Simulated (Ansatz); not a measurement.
Ansatz results at the PBE0-D4/def2-TZVP geometry: size of the dipole moment (PBE/def2-TZVPP) 1.78 D; HOMO energy (PBE/def2-TZVPP) -7.13 eV; HOMO energy (PBE0/def2-TZVPP) -8.45 eV.

**Question.** Which molecule gave them?
A. `C[Se][Ga]([Se]C)[Se]C`
B. `C[O][Ga]([OH])[Cl]`
C. `N#[C][GaH2]`
D. `[Cl][GaH2]`

**Answer.** D. The others give `N#[C][GaH2]`: 3.62, -8.00, -9.27; `C[Se][Ga]([Se]C)[Se]C`: 0.01, -5.49, -6.60; `C[O][Ga]([OH])[Cl]`: 1.82, -6.72, -8.29.
